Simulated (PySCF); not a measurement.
Species: C3H6SSi.
Atom-mapped SMILES: `[CH2:1]=[C:2]1[CH2:3][SiH2:4][S:5]1` (hydrogens: H6, H7 on C1; H8, H9 on C3; H10, H11 on Si4)

Computed by this run: PBE0-D3(BJ)/def2-SVP geometry optimisation, gas phase (PySCF 2.14.0); density fitting, grid level 1; the optimiser is geomeTRIC in internal coordinates, started from a GFN2-xTB structure with every atom displaced at random (about 0.01 Å).

Step 0: E = -21902.4663 eV
```
atom  x, y, z in Å  |  force x, y, z in eV/Å
C1      1.9787   -0.6001    0.1200   -1.784   2.299  -0.582
C2      0.6445   -0.4120    0.0922    0.690  -0.313  -0.011
C3     -0.1642    0.8297   -0.2352    0.974   0.442   0.973
Si4    -1.8128    0.0191    0.0275   -0.143  -0.471   0.360
S5     -0.5582   -1.6761    0.4486   -0.068  -0.529   0.150
H6      2.3996   -1.5161    0.3621    0.917  -2.033   0.538
H7      2.6340    0.2373   -0.1176    0.122   0.075  -0.021
H8      0.1147    1.6546    0.4489   -0.258  -0.086  -0.004
H9      0.0613    1.1917   -1.2180    0.060   0.313  -1.111
H10    -2.6015    0.4395    1.2122   -0.179   0.178  -0.015
H11    -2.6580   -0.1935   -1.1564   -0.332   0.124  -0.277
```

**Question.** Estimate the geometry and energy of step 1. (The exact step hangs on the optimiser's Hessian estimate; all steps are aligned on step 0, rigid shifts and turns removed.)

**Answer.** E = -21902.5832 eV, largest force 0.808 eV/Å
```
atom  x, y, z in Å  |  force x, y, z in eV/Å
C1      1.9808   -0.5577    0.1874    0.220  -0.761  -0.162
C2      0.6624   -0.4433    0.0291   -0.100   0.220   0.303
C3     -0.1367    0.8111   -0.2805   -0.035  -0.027  -0.233
Si4    -1.8028   -0.0256    0.0456   -0.070   0.236  -0.004
S5     -0.5395   -1.7516    0.3247    0.037  -0.060  -0.093
H6      2.4380   -1.5398    0.4159   -0.152   0.479   0.012
H7      2.6457    0.2906    0.0169   -0.011   0.078   0.000
H8      0.1132    1.6432    0.3876    0.046   0.128   0.129
H9      0.0115    1.1668   -1.3170   -0.043  -0.115   0.082
H10    -2.5467    0.4643    1.2461    0.068  -0.094   0.051
H11    -2.7878   -0.0839   -1.0715    0.040  -0.084  -0.085
```

The energy changes by -0.1169 eV. The first-order estimate −F·Δx gives -0.3411 eV and the mean of the old and new forces, exact on a quadratic surface, -0.1213 eV. The step makes an angle of 77° with the force vector and moves no atom by more than 0.190 Å.

What follows is the cost of the whole optimisation. On an Arm Neoverse V1 with one thread, no GPU, shared host with 64 logical CPUs at a one-minute load of 28, this took 26 s wall and 0.45 GiB of memory at its peak.
